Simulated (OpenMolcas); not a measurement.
## F3+: Slater's ratio, worked from levels

```
Program             : OpenMolcas 26.06
Basis               : ANO-RCC-VQZP [5s4p3d2f1g]
Scalar Hamiltonian  : DKH2, point nucleus
Active space        : 2 electrons in 3 orbitals (2p)
State averaging     : 2S+1 = 3 even, 3 roots; 2S+1 = 1 even, 6 roots
Spin-orbit coupling : state interaction with AMFI integrals over the reference wave functions, term energies averaged over their components
```

Methods: CASSCF; SS-CASPT2, IPEA 0.25 Eh, imaginary shift 0.1 Eh (closed shells correlated: 1s 2s). Measured levels: Moore, Atomic Energy Levels, vol. I, NSRDS-NBS 35 (1971 reprint of NBS Circular 467, 1949).

**Slater's ratio.** With one set of orbitals, p2 has ¹D - ³P = 6 F2 and ¹S - ¹D = 9 F2 (F2 = F²/25), a ratio of 3/2. Term energies are centres of gravity, weighted by 2J + 1.

| Source | ¹D - ³P | ¹S - ³P | F2 from the first | Ratio |
| --- | --- | --- | --- | --- |
| CASSCF | 27445 | 68173 | 4574 | 1.484 |
| SS-CASPT2 | 25166 | 57175 | 4194 | 1.272 |
| measured | 24825 | 53128 | 4138 | 1.140 |

Energies in cm-1. A ratio away from 3/2 shows effects beyond one configuration with one set of orbitals, and in heavier atoms second-order spin-orbit shifts.

Term energies are means over components that CASPT2 splits; among the terms shown or strongly mixed into the levels shown the widest spread is 74 cm-1 (2s² 2p² ¹D, SS-CASPT2). With the s shell closed, the reference lacks s² → p² mixing. Measured partners are found by configuration, term and J. A level has none where our copy of the source lacks it or the pairing is in doubt (some pairs that miss far off the trend of their configuration count as doubtful), and it then counts in no deviation. Levels of configurations outside the active space are missing.
